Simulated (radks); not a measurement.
Spherical jellium clusters: N electrons in a uniform positive sphere of charge N and radius rs N^(1/3), rs = 5.51 bohr. Method: non-relativistic Kohn-Sham, LDA (Slater exchange, Perdew-Wang correlation), spin-polarised, spherical densities; computed with a radial shooting solver with Libxc functionals. Levels are named by radial order and angular momentum (1s, 1p, 1d, 2s, ...), and open shells are averaged over m.

N = 2, configuration 1s2. This is the lowest configuration that the search found. Occupied and some empty levels:

level  occupation  eigenvalue (eV)  <r> (bohr)
1s              2          -2.4775       5.276
1p              0          -1.2328       7.153
2s              0         -0.24836       12.15
1d              0        -0.095598       10.74

Energy (eV): total -3.25858, kinetic 1.8885, external -18.550, Hartree 9.2949, exchange-correlation -5.2993, background 9.4073. Static polarisability (adiabatic kernel): 471.9 bohr^3, against R^3 = 334.6 for a classical metal sphere.
